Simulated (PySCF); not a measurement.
Correlation energy of N (nitrogen, neutral)

[He] 2s2 2p3, high-spin 4S determinant. Calculation: PySCF 2.14, in cc-pVDZ-DK (3s2p1d, 14 functions); scalar relativity by spin-free X2C-1e. Frozen: 1s2; 5 electrons correlated.

MP2 pair energies summed by pair of shells (mhartree):

```
 pair  energy  share (%)
2s-2p  -45.19       63.9
2p-2p  -17.68       25.0
2s-2s   -7.90       11.2
```

Total MP2 correlation energy: -70.77 mhartree.

Same-spin part -21.43 and opposite-spin part -49.34 mhartree; SCS-MP2 scales them by 1/3 and 6/5 to -66.35 mhartree.

```csv
level,correlation energy (mhartree)
CCSD,-86.80
(T),-0.63
CCSD(T),-87.43
```

Diagnostics: T1 = 0.0036, D1 = 0.0088, largest double amplitude 0.039.

Cost of the coupled-cluster step: 0.1 s of wall time on 1 thread of Neoverse-N1 (shared host), for 5 correlated electrons.
